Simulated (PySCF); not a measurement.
SiO(OH)₂ (singlet). Computed with PBE0/[Si def2-TZVP, O def2-TZVP, H def2-TZVP], no relativity, density fitting, PySCF.

Harmonic bands of its minimum:

| ω (cm⁻¹) | IR (km/mol) |
| --- | --- |
| 319 | 88.1 |
| 324 | 0.9 |
| 369 | 21.7 |
| 414 | 0.0 |
| 486 | 285 |
| 826 | 167 |
| 844 | 18.4 |
| 888 | 177 |
| 1040 | 122 |
| 1309 | 198 |
| 3899 | 294 |
| 3900 | 2.9 |

Task: The central atom is Si. Infer the point group and assign the bands.

Result: C2v. The modes span 4b2 + 5a1 + 2b1 + a2: 319 b2, 324 a1, 369 b1, 414 a2, 486 b1, 826 b2, 844 a1, 888 a1, 1040 b2, 1309 a1, 3899 b2, 3900 a1. The computed geometry has O–H 0.961 Å (×2), Si–O 1.512 Å, Si–O 1.612 Å (×2); H–O–Si 114.7° (×2), O–Si–O 104.1°, O–Si–O 127.9° (×2).

Other isomers or separated fragments may lie lower.
